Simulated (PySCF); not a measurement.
# A small calculation by hand: oscillator strength and radiative lifetime

ethenyl(ethynyl)silane (C4H6Si), SMILES [SiH2](C=C)C#C.

Geometry: r2SCAN-D4/def2-SVP. Other conformers were not sampled.

PySCF with TDA-LC-ωPBE/def2-SVPD puts the first singlet state with f over 0.02 at 7.80 eV (vertical), with the transition dipole (1.909, -0.403, -0.069) in atomic units.

Problem. Find the oscillator strength, the wavelength and the radiative lifetime that this transition would have in vacuum if emission retraced absorption.

Solution. 
|μ|² = 3.8115 au, so |μ| = 4.96 D. ΔE = 7.80/27.211 = 0.2866 hartree. f = (2/3) ΔE |μ|² = 0.728 (the program prints 0.728).
λ = 1239.84/7.80 = 159 nm; ν = 62911 cm⁻¹.
Einstein's coefficient A = 0.6670 ν² f s⁻¹ (ν in cm⁻¹) = 1.9e9 s⁻¹, so τ = 1/A = 0.52 ns. This state is S5; the lower singlets have f = 0.000, 0.005, 0.001, 0.006. The figure is the radiative limit of this one transition; relaxation, internal conversion, crossing to triplets and a medium change what is measured.
